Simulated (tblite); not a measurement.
hexafluoropropene (C3F6), singlet, geometry from GFN2-xTB; GFN1-xTB with ALPB(water) in tblite 0.6.0.

tblite was given this input:
```
$ tblite run mol.xyz --method gfn1 --charge 0 --spin 0 --alpb water --json tblite.json --no-restart

# file mol.xyz
9

F      2.49184748    -0.18829557     0.79842098
C      1.31418502     0.24683492     0.42467974
F      1.26067366     1.55824784     0.42112146
C      0.28229877    -0.52520184     0.08521556
F      0.37606850    -1.85663792     0.10149667
C     -1.06436063     0.03101770    -0.34154878
F     -1.61086992     0.78624932     0.61807922
F     -0.95447491     0.80748822    -1.42550070
F     -1.91799358    -0.94215242    -0.62584863
```

**Question.** What does tblite print? Leave out banner, timings and long lists.

**Answer.** 
```
xTB calculator
 | screened Coulomb repulsion
 | Coulomb electrostatics
 |  * isotropic Klopman-Ohno-Mataga-Nishimoto electrostatics
 |  * onsite third-order electrostatics
 | DFT-D3(BJ) dispersion correction
 | Interactions (3)
 | [1] alpb/gbsa reaction field model
 | [2] cds contribution to solvation
 | [3] empirical free energy shift and standard state/solvent correction

halogen bonding energy    0.0000000000000E+00 Eh
repulsion energy          1.1993494253376E-01 Eh
dispersion energy        -2.5757959534217E-03 Eh
interaction energy        8.1830169897645E-03 Eh
number of electrons       5.4000000000000E+01 e
integral cutoff           1.7350510997663E+01 bohr

------------------------------------------------------------
  cycle        total energy    energy error   density error
------------------------------------------------------------
      1     -36.70555857165  -3.6831101E+01   6.4026603E-01
      2     -37.14703685743  -4.4147829E-01   3.2416665E-01
      3     -37.14903316510  -1.9963077E-03   1.6657455E-01
      4     -37.14867933360   3.5383150E-04   2.1595623E-02
      5     -37.14949090072  -8.1156713E-04   4.6692659E-03
      6     -37.14953263278  -4.1732056E-05   6.7271175E-04
      7     -37.14953343658  -8.0380297E-07   1.8934398E-04
      8     -37.14953348199  -4.5408044E-08   1.0060354E-04
      9     -37.14953350385  -2.1865603E-08   2.2751738E-05
     10     -37.14953350498  -1.1256986E-09   1.3929316E-06
------------------------------------------------------------

electronic energy        -3.7275075668550E+01 Eh
total energy             -3.7149533504980E+01 Eh

Post processing:
 | Mayer-Wiberg bond orders

[Info] JSON dump of results written to 'tblite.json'
```
